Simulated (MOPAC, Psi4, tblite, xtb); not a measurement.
Intermolecular potential of H2 ··· CH3Cl (SMILES [H][H] and CCl). Monomers: optimised at B3LYP-D3(BJ) (def2-TZVP), held rigid. Orientation: lowest of the rigid-body minima from ten starts at GFN2-xTB. R is the distance of the centres of mass, along which the second monomer moves.

GFN2-xTB (tblite); PM6, restricted, heats of formation (MOPAC); GFN1-xTB (xtb); CCSD(T)/aug-cc-pVDZ = DF-CCSD(T)/aug-cc-pVDZ, frozen core, counterpoise-corrected (Psi4).

Interaction energies in kcal/mol; the last columns give the difference from CCSD(T):

```tsv
R / Å	GFN2-xTB	PM6	GFN1-xTB	CCSD(T)/aug-cc-pVDZ	GFN2-xTB − CCSD(T)/aug-cc-pVDZ	PM6 − CCSD(T)/aug-cc-pVDZ	GFN1-xTB − CCSD(T)/aug-cc-pVDZ
2.85	0.31	0.43	0.92	0.76	-0.45	-0.33	0.16
3.05	-0.18	-0.16	0.15	-0.03	-0.15	-0.13	0.18
3.27	-0.36	-0.25	-0.16	-0.37	0.01	0.12	0.21
3.46	-0.38	-0.17	-0.23	-0.44	0.06	0.27	0.21
3.66	-0.36	-0.10	-0.23	-0.42	0.07	0.33	0.20
3.88	-0.31	-0.05	-0.20	-0.36	0.05	0.31	0.17
4.13	-0.25	-0.03	-0.16	-0.29	0.03	0.26	0.13
4.42	-0.19	-0.01	-0.12	-0.21	0.02	0.20	0.09
4.93	-0.11	0.00	-0.07	-0.12	0.01	0.12	0.05
5.66	-0.05	0.00	-0.03	-0.06	0.00	0.06	0.02
6.63	-0.02	0.00	-0.01	-0.03	0.00	0.03	0.01
7.94	-0.01	0.00	0.00	-0.01	0.00	0.01	0.01
```

GFN2-xTB is furthest from CCSD(T)/aug-cc-pVDZ at 2.85 (-0.45 kcal/mol, below); its mean absolute difference over the points is 0.07 kcal/mol.

PM6 is furthest from CCSD(T)/aug-cc-pVDZ at 3.66 (0.33 kcal/mol, above); its mean absolute difference over the points is 0.18 kcal/mol.

GFN1-xTB is furthest from CCSD(T)/aug-cc-pVDZ at 3.46 (0.21 kcal/mol, above); its mean absolute difference over the points is 0.12 kcal/mol.
